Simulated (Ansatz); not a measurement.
Si(OEt)H3 (C₂H₈OSi). The state is a singlet with charge 0. Geometry relaxed at r2SCAN-D4/def2-SVP.

```tsv
atom	x (Å)	y (Å)	z (Å)
Si1	-1.5387	-1.3472	-0.3888
O2	-0.4618	-0.0863	-0.5446
C3	0.5058	0.2320	0.4436
C4	1.3269	1.4108	-0.0298
H5	0.0061	0.4731	1.4041
H6	1.1625	-0.6419	0.6323
H7	2.0867	1.6825	0.7193
H8	1.8358	1.1674	-0.9748
H9	0.6783	2.2825	-0.2052
H10	-2.3739	-1.3456	-1.6184
H11	-2.4057	-1.1714	0.8199
H12	-0.8219	-2.6558	-0.2575
```

(1) Estimate the harmonic wavenumbers at RKS r2SCAN-D4/def2-SVP (Ansatz, unscaled). Is this a minimum?

Answers

(1) 49, 129, 168, 276, 376, 710, 719, 776, 811, 933, 950, 973, 986, 1115, 1145, 1168, 1303, 1370, 1414, 1452, 1473, 1498, 2197, 2202, 2265, 2969, 3015, 3041, 3145, 3147 cm⁻¹. Yes, no mode is imaginary beyond noise. Zero-point energy 249.9 kJ/mol. Run time 1.8 min (4 threads of Intel Xeon on a shared host).
